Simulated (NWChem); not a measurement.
# SrHSCl; SMILES [SH][Sr][Cl]

```xyz
4

Sr    -0.4742    -0.0375     0.0001
Cl     0.5433    -2.4375    -0.0001
S      0.5900     2.4884     0.0001
H     -0.6578     3.0481    -0.0040
```
Atoms are numbered in this order, from 1.

All runs: NWChem. The geometry was optimised at PBE-D3(BJ)/def2-SVP (def2 core potentials past Kr).

For level PBE/STO-3G, non-relativistic:

```yaml
highest occupied level (eV): -0.91
dipole (D): 5.99
```

How do the values read with level PBE/3-21G, non-relativistic instead?

highest occupied level (eV): -5.25
dipole (D): 8.02
